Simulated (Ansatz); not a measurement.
`O[CH](F)[SnH3]` + H₂ → `F[CH2][SnH3]` + H₂O at 298.15 K and 1 bar (hydrogenolysis of a C–O bond).

Gas-phase electronic energies from Ansatz, PBE0-D4/def2-TZVP geometries. CBS: MP2 limit from def2 TZ/QZ plus the TZ coupled-cluster correction, frozen cores. This one scheme is used for every species. def2 core potentials past Kr. For Sn outer-core shells are correlated without core-valence functions, which leaves a few kJ/mol of doubt a bond. Each species was taken in one conformer, which may not be the lowest.

| species | CCSD(T)/CBS energy (Eh) | H − E (kJ/mol) | S (J/(mol·K)) |
| --- | --- | --- | --- |
| `O[CH](F)[SnH3]` | -430.00478 | 162.0 | 340.2 |
| H₂ | -1.17544 | 35.1 | 130.4 |
| `F[CH2][SnH3]` | -354.83026 | 146.2 | 317.9 |
| H₂O | -76.37941 | 66.4 | 188.7 |

H − E and S are ideal-gas, rigid-rotor, harmonic terms from PBE0-D4/def2-TZVP, for one conformer and one mirror image of each species. For small species the MP2-based limit differs from directly extrapolated CCSD(T) by up to some mEh (0.8 for H₂); such offsets cancel only in part. 1 Eh = 2625.50 kJ/mol, R = 8.31446 J/(mol·K).

Problem. By hand: ΔE, ΔH, ΔS and ΔG.

Solution. ΔE = (-354.83026) + (-76.37941) − (-430.00478) − (-1.17544) = -0.02945 Eh = -77.3 kJ/mol. Δ(H − E) = 146.2 + 66.4 − 162.0 − 35.1 = 15.5, so ΔH = -61.8 kJ/mol. ΔS = 317.9 + 188.7 − 340.2 − 130.4 = 36.0 J/(mol·K). ΔG = -61.8 − 298.15 × (36.0)/1000 = -72.5 kJ/mol.

Problem. By hand: the equilibrium constant, and the temperature at which ΔG would vanish if ΔH and ΔS stayed fixed.

Solution. log₁₀ K = −ΔG/(RT ln 10) = 12.7. ΔH and −TΔS have one sign here, so there is no such temperature.

ΔH outweighs TΔS. A doubt of 5 kJ/mol in ΔE shifts log₁₀ K by 0.9 here. Other conformers and mirror images would add mixing entropy, several J/(mol·K) or more a flexible species. These are equilibria of isolated gas molecules and say nothing of rates. Largest T1 diagnostic: 0.013 (customary marks: 0.02 for closed shells, 0.045 for open ones).
